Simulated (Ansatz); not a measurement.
```yaml
crystal:
  periodic: [false, false, false]
  atoms:
    - {symbol: N, position_ang: [-1.117147, 1.287694, 0.280946]}
    - {symbol: Si, position_ang: [0.245571, 0.243257, 0.232247]}
    - {symbol: B, position_ang: [0.670327, -1.144111, -1.002912]}
    - {symbol: O, position_ang: [0.313988, -1.384055, 0.494897]}
    - {symbol: H, position_ang: [-1.178213, 1.766404, 1.002757]}
    - {symbol: H, position_ang: [-1.630786, 0.887714, -0.272136]}
    - {symbol: H, position_ang: [1.270550, 0.659878, 1.340177]}
    - {symbol: H, position_ang: [1.246832, -2.229014, -1.690832]}
basis:
  gaussian: {orbitals: pcseg-2, nuclear_model: gaussian}
hamiltonian: {xc: {name: HSE06}, dispersion: d4}
```

```sh
$ ansatz run in.yaml --threads 2 --pin off --events-out ev --progress --plain --max-ram 4352MiB
```

Output, abridged:

```
Functional definition: HSE06
987 factors; their error is unknown
78 factors; integrals over basis functions are off by at most 4.3e-7 eV
mean field evaluation 1: about -12135.6358 eV, gradient 8.2e1 eV
mean field evaluation 2: about -12093.2704 eV, gradient 1.6e2 eV
mean field evaluation 4: about -12147.3140 eV, gradient 1.5e1 eV
mean field evaluation 8: about -12147.7120 eV, gradient 1.8e-1 eV
mean field evaluation 16: about -12147.7366 eV, gradient 1.1e-4 eV
mean field -12147.73657844 eV, -446.4210852260 hartree, gradient 2.1e-5 eV, S^2 0.000000; 0 other end points of the search recorded, 0 dependent functions left out
reference -12147.73662823 eV, -446.4210870559 hartree; 19, 19 occupied and 161, 161 virtual orbitals, 987 factors
Total energy: -12147.85213930 eV, -446.4253320095 hartree
```

Hardware: 2 threads of an AMD EPYC 7B13 on a shared host. Wall time 2.2 s, peak host memory 0.38 GiB.
